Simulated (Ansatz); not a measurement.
Geometry optimisation, Ansatz 0.2.0, RKS PBE-D4/def2-TZVP.

The input (input.yaml):

```yaml
crystal:
  periodic: [false, false, false]
  atoms:
    - { symbol: S, position_ang: [-1.65299, -0.66677, 0.55998] }
    - { symbol: C, position_ang: [-0.12492, 0.2714, 0.34567] }
    - { symbol: Te, position_ang: [1.41793, -0.91784, -0.6384] }
    - { symbol: H, position_ang: [-1.9516, -0.75746, -0.73468] }
    - { symbol: H, position_ang: [-0.33612, 1.16916, -0.22292] }
    - { symbol: H, position_ang: [0.19957, 0.53683, 1.34513] }
    - { symbol: H, position_ang: [2.44814, 0.36468, -0.65478] }
basis:
  gaussian: { orbitals: def2-TZVP }
hamiltonian:
  xc: pbe
  dispersion: d4
relax:
  f_tol: 0.015
  max_steps: 40
```

Run as:

```bash
$ ansatz run input.yaml --threads 2 --pin off --max-ram 3072MiB --backend cpu --events-out ev --progress --plain --runs-dir out
```

Where does it end, and by what steps?

It converged. After 8 steps the energy has fallen by 0.034 eV; H7 moved furthest, 0.15 Å.

| step | energy less start (eV) | largest force component (eV/Å) | accepted |
| --- | --- | --- | --- |
| 0 | 0.0000 | 0.596 | yes |
| 1 | -0.0097 | 0.307 | yes |
| 2 | -0.0302 | 0.145 | yes |
| 3 | -0.0321 | 0.110 | yes |
| 4 | -0.0327 | 0.149 | yes |
| 5 | -0.0339 | 0.038 | yes |
| 6 | -0.0334 | 0.070 | no |
| 7 | -0.0338 | 0.057 | no |
| 8 | -0.0340 | 0.007 | yes |

```xyz
7
Properties=species:S:1:pos:R:3
S -1.688 -0.649 0.537
C -0.147 0.278 0.389
Te 1.415 -0.929 -0.550
H -1.910 -0.794 -0.792
H -0.276 1.199 -0.187
H 0.166 0.519 1.411
H 2.440 0.377 -0.807
```

Whether the end is a true minimum wasn't checked by a vibrational analysis.

Time of the run: 22 s on 2 threads of Arm Neoverse V1, with other jobs on the host, peak memory 0.25 GiB.
